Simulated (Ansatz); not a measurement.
Ge₃F₃⁻. The state is a singlet with charge -1. Geometry r2SCAN-D4/def2-SVPD.

Cartesian coordinates in Å:
```
Ge 0.1568 -2.1279 0.8346
Ge -0.1895 0.1007 -0.0036
Ge 1.8503 0.9710 -0.9375
F -1.4677 -2.6071 1.5164
F 1.4097 2.6540 -1.4915
F -1.7597 1.0093 0.0817
```

The restricted singlet is unstable towards broken spin symmetry at other levels; at PBE-D4/def2-TZVPD, r2SCAN-D4/def2-TZVPD, PBE0-D4/def2-TZVPD, CAM-B3LYP-D4/def2-TZVPD this wasn't settled. The geometry of the singlet was relaxed on an unsound state (restricted singlet, unstable towards broken spin symmetry at other levels and untested here). Another isomer (singlet) lies 0.06 eV lower at PBE0-D4/def2-TZVPD; other spin states weren't run for this one.

Question: Estimate the orbital energies around the gap (eV) in Ansatz with PBE-D4/def2-TZVPD, r2SCAN-D4/def2-TZVPD, PBE0-D4/def2-TZVPD, CAM-B3LYP-D4/def2-TZVPD.

Answer: 
| orbital | PBE-D4/def2-TZVPD | r2SCAN-D4/def2-TZVPD | PBE0-D4/def2-TZVPD | CAM-B3LYP-D4/def2-TZVPD |
| --- | --- | --- | --- | --- |
| HOMO−9 | -5.35 | -5.81 | -7.34 | -8.90 |
| HOMO−8 | -5.20 | -5.66 | -7.18 | -8.74 |
| HOMO−7 | -5.18 | -5.63 | -7.15 | -8.71 |
| HOMO−6 | -5.06 | -5.53 | -7.07 | -8.62 |
| HOMO−5 | -4.98 | -5.44 | -6.99 | -8.51 |
| HOMO−4 | -4.89 | -5.35 | -6.90 | -8.43 |
| HOMO−3 | -4.55 | -4.95 | -6.08 | -7.52 |
| HOMO−2 | -2.84 | -3.09 | -3.95 | -5.27 |
| HOMO−1 | -0.84 | -1.07 | -1.76 | -2.85 |
| HOMO | -0.81 | -1.04 | -1.59 | -2.49 |
| LUMO | 0.65 | 0.60 | 1.18 | 2.03 |
| LUMO+1 | 1.40 | 1.58 | 2.10 | 3.04 |
| LUMO+2 | 2.41 | 2.52 | 3.08 | 3.94 |
| LUMO+3 | 2.60 | 2.98 | 3.25 | 4.01 |
| LUMO+4 | 3.01 | 3.45 | 3.63 | 4.25 |
| LUMO+5 | 3.71 | 4.24 | 4.23 | 4.85 |
